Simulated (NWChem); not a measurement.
Species: NaF; SMILES [Na][F]

```xyz
2

Na     0.0000     0.0000    -0.8567
F      0.0000     0.0000     1.0316
```
Atoms are numbered in this order, from 1.

Results from NWChem. Pople sets run with spherical d functions. STO-3G and 3-21G are far too small for this property and stand as cheap habits. Structure relaxed at the PBE0/def2-SVP level. GIAO values for the isolated, static molecule; σ is the absolute isotropic shielding, δ = σ(reference) − σ with the isolated reference molecule computed at the same levels (19F: trichlorofluoromethane).

For level Hartree-Fock/STO-3G:

```
Property     Result
-----------  ------
σ Na1 (ppm)   544.9
δ F2 (ppm)   -132.2
```

Q: How do the values read with level Hartree-Fock/6-31G* instead?

A: The σ Na1 (ppm) comes out as 595.5. The δ F2 (ppm) is -147.2.
